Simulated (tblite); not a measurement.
Species: C4H9FSeSi.
Numbering: `[F:1][Si@H:2]1[CH2:3][CH2:4][CH2:5][Se:6][CH2:7]1` (hydrogens: H8 on Si2; H9, H10 on C3; H11, H12 on C4; H13, H14 on C5; H15, H16 on C7)

Computed with GFN2-xTB (tblite), gas phase: L-BFGS steps from a force-field or distance-geometry start until the largest atomic force falls under 0.01 eV/Å.

Step 0: E = -621.3479 eV
```
atom  x, y, z in Å  |  force x, y, z in eV/Å
F1      2.5292   -1.6167    0.6893   -1.079   0.959  -0.877
Si2     1.4242   -0.6694   -0.1957    1.287  -1.098   0.140
C3     -0.3060   -1.2971    0.0954   -0.729  -0.362  -0.016
C4     -1.3563   -0.3489   -0.5400   -0.366  -0.680   0.602
C5     -1.3555    1.0399    0.1093   -0.727  -0.183  -0.425
Se6     0.1367    2.1273   -0.5489   -0.062   0.085   0.301
C7      1.4825    1.0923    0.4085    0.796   0.315   1.130
H8      1.7600   -0.7181   -1.6148    0.203  -0.135   0.075
H9     -0.4900   -1.3904    1.1853   -0.106  -0.048  -0.579
H10    -0.4098   -2.3026   -0.3599   -0.099   0.468   0.362
H11    -2.3621   -0.8105   -0.3796    0.543   0.337  -0.144
H12    -1.1964   -0.2806   -1.6268   -0.012   0.059   0.367
H13    -2.2966    1.5653   -0.1744    0.616  -0.153   0.137
H14    -1.3234    0.9739    1.2079    0.135   0.067  -0.330
H15     2.4843    1.5228    0.2191   -0.593   0.054   0.182
H16     1.2715    1.1217    1.5140    0.194   0.314  -0.925
```

Step 1: E = -621.4813 eV
```
atom  x, y, z in Å  |  force x, y, z in eV/Å
F1      2.5138   -1.6030    0.6767   -0.607   0.536  -0.524
Si2     1.4426   -0.6851   -0.1937    0.367  -0.348   0.077
C3     -0.3164   -1.3023    0.0952   -0.057   0.044  -0.057
C4     -1.3615   -0.3586   -0.5314   -0.044  -0.234   0.165
C5     -1.3659    1.0373    0.1032   -0.173  -0.362  -0.121
Se6     0.1358    2.1285   -0.5446   -0.010  -0.023   0.327
C7      1.4939    1.0968    0.4246    0.320  -0.256   0.269
H8      1.7629   -0.7201   -1.6137    0.222  -0.143   0.038
H9     -0.4916   -1.3911    1.1771   -0.150  -0.084  -0.294
H10    -0.4112   -2.2959   -0.3549   -0.173   0.110   0.194
H11    -2.3543   -0.8057   -0.3816    0.086   0.101  -0.052
H12    -1.1965   -0.2797   -1.6215   -0.032   0.001   0.446
H13    -2.2878    1.5632   -0.1724    0.204   0.020  -0.007
H14    -1.3215    0.9748    1.2032    0.094   0.072  -0.343
H15     2.4758    1.5236    0.2217   -0.157   0.244   0.143
H16     1.2743    1.1262    1.5008    0.108   0.323  -0.261
```

Step 2: E = -621.5243 eV
```
atom  x, y, z in Å  |  force x, y, z in eV/Å
F1      2.4974   -1.5885    0.6627   -0.022   0.015  -0.060
Si2     1.4540   -0.6956   -0.1916   -0.362   0.258  -0.269
C3     -0.3194   -1.3021    0.0939    0.203   0.110  -0.072
C4     -1.3634   -0.3656   -0.5262    0.070  -0.016   0.038
C5     -1.3716    1.0286    0.0995    0.090  -0.232  -0.053
Se6     0.1354    2.1282   -0.5365    0.029  -0.098   0.305
C7      1.5031    1.0918    0.4335    0.073  -0.339  -0.214
H8      1.7685   -0.7236   -1.6127    0.219  -0.141   0.031
H9     -0.4952   -1.3931    1.1690   -0.150  -0.080  -0.077
H10    -0.4154   -2.2923   -0.3496   -0.177  -0.061   0.086
H11    -2.3511   -0.8026   -0.3832   -0.164  -0.059   0.009
H12    -1.1973   -0.2795   -1.6105   -0.009  -0.022   0.265
H13    -2.2816    1.5632   -0.1723    0.020   0.063  -0.080
H14    -1.3190    0.9766    1.1946    0.065   0.031  -0.180
H15     2.4708    1.5293    0.2254    0.069   0.297   0.101
H16     1.2772    1.1343    1.4926    0.045   0.274   0.171
```

Step 3: E = -621.5400 eV
```
atom  x, y, z in Å  |  force x, y, z in eV/Å
F1      2.4927   -1.5844    0.6581    0.054  -0.059   0.003
Si2     1.4521   -0.6949   -0.1954   -0.357   0.254  -0.264
C3     -0.3178   -1.3009    0.0924    0.126   0.037  -0.035
C4     -1.3632   -0.3681   -0.5238    0.010  -0.015   0.020
C5     -1.3722    1.0232    0.0973    0.103  -0.086  -0.030
Se6     0.1357    2.1267   -0.5297    0.039  -0.090   0.246
C7      1.5070    1.0860    0.4333    0.024  -0.164  -0.141
H8      1.7733   -0.7267   -1.6119    0.216  -0.133  -0.027
H9     -0.4984   -1.3948    1.1655   -0.117  -0.063  -0.024
H10    -0.4191   -2.2920   -0.3467   -0.150  -0.078   0.051
H11    -2.3523   -0.8025   -0.3835   -0.159  -0.083   0.025
H12    -1.1976   -0.2798   -1.6039    0.005  -0.026   0.127
H13    -2.2793    1.5640   -0.1733    0.015   0.037  -0.090
H14    -1.3173    0.9775    1.1898    0.050   0.004  -0.083
H15     2.4702    1.5351    0.2279    0.080   0.254   0.079
H16     1.2787    1.1406    1.4926    0.060   0.210   0.145
```

Q: Estimate the geometry and energy of step 4. (The exact step hangs on the optimiser's Hessian estimate; all steps are aligned on step 3, rigid shifts and turns removed.)

A: E = -621.5602 eV, largest force 0.269 eV/Å
```
atom  x, y, z in Å  |  force x, y, z in eV/Å
F1      2.4855   -1.5786    0.6499    0.010  -0.040  -0.029
Si2     1.4423   -0.6894   -0.2077   -0.064   0.048  -0.086
C3     -0.3143   -1.2997    0.0898   -0.136  -0.119   0.038
C4     -1.3641   -0.3735   -0.5187   -0.111  -0.021  -0.016
C5     -1.3716    1.0140    0.0929    0.066   0.140   0.028
Se6     0.1373    2.1222   -0.5130    0.047  -0.016   0.078
C7      1.5145    1.0755    0.4324    0.011   0.250   0.084
H8      1.7868   -0.7352   -1.6121    0.198  -0.108  -0.147
H9     -0.5062   -1.3990    1.1591   -0.032  -0.026   0.063
H10    -0.4287   -2.2929   -0.3408   -0.081  -0.089  -0.011
H11    -2.3574   -0.8043   -0.3834   -0.095  -0.095   0.048
H12    -1.1977   -0.2808   -1.5913    0.017  -0.038  -0.126
H13    -2.2743    1.5656   -0.1773    0.032  -0.017  -0.096
H14    -1.3133    0.9788    1.1807    0.011  -0.042   0.096
H15     2.4704    1.5504    0.2339    0.029   0.117   0.036
H16     1.2832    1.1556    1.4942    0.098   0.057   0.039
```

The energy changes by -0.0202 eV. The first-order estimate −F·Δx gives -0.0350 eV and the mean of the old and new forces, exact on a quadratic surface, -0.0201 eV. The step makes an angle of 35° with the force vector and moves no atom by more than 0.017 Å.

The cost below is that of the whole relaxation. Hardware: one thread of an Arm Neoverse N1 (shared host). Cost: 0.69 s wall.
